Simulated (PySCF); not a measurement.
SMILES C([SiH2][SiH2]C#C)#N (C3H5NSi2), GFN2-xTB optimised geometry.

```
11

C      2.76     1.18     0.00
C      1.55     1.18     0.00
Si    -0.30     1.16     0.01
Si    -0.97    -1.04     0.35
C     -2.73    -1.18    -0.25
N     -3.81    -1.23    -0.63
H      3.81     1.19    -0.01
H     -0.74     1.71    -1.28
H     -0.72     2.06     1.09
H     -1.04    -1.47     1.75
H     -0.25    -2.06    -0.41
```

Density from PBE0/def2-TZVP (PySCF) at that geometry.

Minimum of the electron density along straight lines between bonded atoms, close to the bond critical point (lines longer than 1.1 times the sum of covalent radii, or with two minima, are not listed):

| bond | length / Å | ρ at the minimum / e bohr⁻³ | ∇²ρ there / e bohr⁻⁵ | position (fraction from the first atom) |
|---|---|---|---|---|
| C1–C2 | 1.203 | (withheld) | -1.31 | 0.53 |
| C2–Si3 | 1.850 | 0.114 | 0.30 | 0.61 |
| Si3–Si4 | 2.320 | 0.097 | -0.17 | 0.38 |
| Si4–C5 | 1.867 | 0.108 | 0.30 | 0.39 |
| C5–N6 | 1.147 | (withheld) | (withheld) | 0.34 |
| C1–H7 | 1.053 | 0.299 | -1.15 | 0.66 |
| Si3–H8 | 1.468 | 0.124 | 0.17 | 0.49 |
| Si3–H9 | 1.470 | 0.124 | 0.17 | 0.49 |
| Si4–H10 | 1.468 | 0.125 | 0.18 | 0.49 |
| Si4–H11 | 1.467 | 0.125 | 0.18 | 0.49 |

Problem. Fill in the missing entries.

Solution. 
- C1–C2, ρ at the minimum / e bohr⁻³: 0.424
- C5–N6, ρ at the minimum / e bohr⁻³: 0.504
- C5–N6, ∇²ρ there / e bohr⁻⁵: -0.02
